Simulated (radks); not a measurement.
Values are calculated unless marked as measured or tabulated.
Q: The gallium ion Ga12+, 19 electrons, occupied as [Ar] 3d1. Code: a radial shooting solver on a logarithmic mesh with Libxc functionals. Model: Dirac Kohn-Sham, PBE, spin-unpolarised, spherical densities, point nucleus; open shells fill j = l - 1/2 first. Some entries of the table are withheld. Estimate them.

orbital,occ.,eigenvalue (Ry),<r> (bohr)
1s1/2,2,(1),0.04861
2s1/2,2,-120.0558,0.2168
2p1/2,2,-109.4346,0.1877
2p3/2,4,-107.3986,0.1912
3s1/2,2,(2),(3)
3p1/2,2,-30.78053,(4)
3p3/2,4,-30.41660,(5)
3d3/2,1,(6),(7)
3d5/2,0,(8),(9)
4s1/2,0,-15.16462,1.232
4p1/2,0,-13.89875,1.266
4p3/2,0,-13.79380,1.276
4d3/2,0,-11.83847,1.316
4d5/2,0,-11.81920,1.319

A: 
(1) 1s1/2 eigenvalue (Ry): -778.4967
(2) 3s1/2 eigenvalue (Ry): -34.29174
(3) 3s1/2 <r> (bohr): 0.5871
(4) 3p1/2 <r> (bohr): 0.5819
(5) 3p3/2 <r> (bohr): 0.5884
(6) 3d3/2 eigenvalue (Ry): -24.75417
(7) 3d3/2 <r> (bohr): 0.5531
(8) 3d5/2 eigenvalue (Ry): -24.68899
(9) 3d5/2 <r> (bohr): 0.5550
